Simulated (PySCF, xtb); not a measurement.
In(H)(Me)2 (C2H7In), SMILES [CH3][InH][CH3].

GFN2-xTB run with xtb at its own geometry gives an orbital gap of 3.99 eV and a dipole moment of 1.54 D.

Geometry optimised at B3LYP-D3(BJ)/def2-SVP. The def2 effective core potentials stand for the cores of In; spin–orbit coupling is left out.

Problem. What does PySCF with ωB97X/def2-TZVPD give? (The exact figures need the calculation; the answer reports its results.)

Solution. gap 9.94 eV (levels -9.47 and 0.48 eV), dipole 0.56 D.
